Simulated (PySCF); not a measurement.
System: BF4 (anion, charge -1), singlet: flattening of a tetrahedron along the D2d path, bond length relaxed. Scanned: the two opposite F-B-F angles (109.47 = tetrahedral, 180 = square planar). Other coordinates (B-F bond length) were minimised at B3LYP/def2-TZVP.

Method: M06-2X/def2-TZVP (PySCF).

Scanned values (°): 90, 95, 100, 105, 109.47, 115, 120, 130, 140, 150, 160, 170, 180.

Q: Locate the minima and the barriers on this grid.

A: Lower than their neighbours: 109.47° (0.0 kcal/mol). Higher than their neighbours: 90° (28.9 kcal/mol, end of the scan), 180° (91.7 kcal/mol, end of the scan). The whole profile spans 91.7 kcal/mol.
